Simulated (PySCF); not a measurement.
H2Pb, neutral, multiplicity 1. Atoms are numbered in the order given.

```xyz
3

Pb     0.0000     0.0000    -0.0312
H      0.0000     1.3153     1.2779
H      0.0000    -1.3153     1.2779
```

Geometry optimised at B3LYP-D3(BJ)/def2-TZVPD. The def2 effective core potentials stand for the cores of Pb; spin–orbit coupling is left out.

All values below come from TDDFT-ωB97X/def2-TZVPD (PySCF).

Vertical excitations.  State labels are in the subgroup C2v.

Computed UV-visible absorptions:
```csv
state,symmetry,energy (eV),λ (nm),f,main pairs
S1,B1,2.46,504,0.006,HOMO→LUMO 99 %
S2,A2,3.57,347,0.000,HOMO−1→LUMO 99 %
S3,A1,5.86,212,0.263,HOMO→LUMO+1 94 %
S4,B2,6.16,201,0.080,HOMO→LUMO+2 84 %
S5,A1,7.20,172,0.033,"HOMO→LUMO+3 75 %, HOMO−1→LUMO+2 17 %"
S6,B2,7.22,172,0.570,HOMO−1→LUMO+1 81 %
S7,A1,7.70,161,0.001,"HOMO→LUMO+6 61 %, HOMO−1→LUMO+2 32 %"
S8,A2,7.77,159,0.000,HOMO→LUMO+5 95 %
S9,B1,7.81,159,0.230,HOMO→LUMO+4 97 %
S10,A1,8.03,154,0.654,"HOMO−1→LUMO+2 41 %, HOMO→LUMO+6 33 %, HOMO→LUMO+3 20 %"
T1,B1,2.00,621,0,HOMO→LUMO 98 %
T2,A2,3.32,373,0,HOMO−1→LUMO 98 %
T3,B2,5.25,236,0,HOMO→LUMO+2 88 %
T4,A1,5.48,226,0,HOMO→LUMO+1 79 %
```
Triplets are in the Tamm–Dancoff approximation, which puts them higher than full response would, so one can lie above its singlet here.
